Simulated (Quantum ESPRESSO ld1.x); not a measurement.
Results of a calculation; reference values are marked as such.
The mean radii <r> (bohr) of the occupied orbitals of an atom or ion are listed with their occupations. Code: ld1.x of Quantum ESPRESSO 7.5. Model: non-relativistic Kohn-Sham, PBEsol, spin-unpolarised, spherical densities, point nucleus.

| orbital | occ. | <r> |
|---|---|---|
| 1s | 2 | 0.08163 |
| 2s | 2 | 0.3905 |
| 2p | 6 | 0.3516 |
| 3s | 2 | 1.276 |
| 3p | 6 | 1.436 |
| 4s | 1 | 5.045 |

Name the element and its charge.

Answer. Z = 19, potassium, charge 0: K in [Ar] 4s1. The 1s radius gives Z: for a bare nucleus <r> = 1.5/Z, 0.07895 bohr for Z = 19, and screening makes it slightly larger (0.08163 here). The occupations add up to 19, and the charge is Z minus that.
